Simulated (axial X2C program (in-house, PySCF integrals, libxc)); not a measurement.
**What spin–orbit coupling does to LiCo⁺**

All values were computed with an axial X2C code built on PySCF integrals. Spin-free means the one-electron spin-free X2C Hamiltonian; two-component (2c) means X2C with spin–orbit coupling and atomic mean-field two-electron Coulomb and Gaunt terms, so the difference of the two also holds small scalar two-electron terms. Basis: Co dyall-cv3z [9s10p6d3f2g], Li dyall-cv3z [7s8p2d] (cores contracted in-house); Gaussian nuclei, density fitting, unrestricted open shells. Masses: Co 58.933 u, Li 7.016 u.

Spin-free state: M_S = 3/2, Λ = 0 (beyond evenly filled blocks: σα, δ+α, δ-α); fragments Co + Li+.

| level | Re (Å) | ωe (cm⁻¹) | De (eV) | μ (D) |
| --- | --- | --- | --- | --- |
| PBE0 | 2.699 | 270.8 | 0.816 | 7.08 |
| HF | 2.910 | 232.3 | 0.444 | 7.44 |
| PBE | 2.617 | 283.5 | 0.902 | 6.99 |

Dipoles are positive if Li is the positive end and refer to the centre of mass.

Two-component determinant lowest at the distance of the search:

Ω = 7/2 (⟨Sz⟩ = 1.50, ⟨Lz⟩ = 2.00 at PBE0); fragments Co + Li+.

```csv
level,Re (Å),ωe (cm⁻¹),μ (D)
PBE0,2.788,256.8,7.43
HF,2.944,223.8,7.55
PBE,2.780,249.7,7.59
```

Q: From the two tables, how do the constants change at the PBE0 level (2c against spin-free)?

A: At the PBE0 level Re rises by 0.089 Å and ωe drops by 14.0 cm⁻¹. The two determinants differ in configuration, so these shifts compare two states and are not the spin–orbit effect on one state.

The state is a single determinant with fixed occupations, the lowest that a limited PBE0 search found. Dissociation energies refer to the lowest single-determinant-based atoms at the same level and basis. De is not given where an atomic determinant may have missed its ground term or J level, or where the truncated virtual space spoils (T). Density functionals use the spin component along the axis (collinear). PBE0 can misorder states that lie within some tenths of an eV, so this need not be the ground state of the molecule. The nearest other spin-free determinant of the search, M_S = 3/2, Λ = 2, lies 0.03 eV up at the distance of the search. Without a current term, density functionals place determinants with orbital angular momentum somewhat too high. With several unpaired electrons one determinant need not be a pure state. A state of lower Ω lies just above, and one determinant can place such states too high, so the state shown need not be the lowest. The search has Ω = 3/2 only 0.03 eV up. At some level and bond length an empty orbital lies below a filled one. The determinant is spin-polarised beyond a pure state at some levels (its spin-free form has ⟨S²⟩ too high), which makes Re and μ there less reliable.
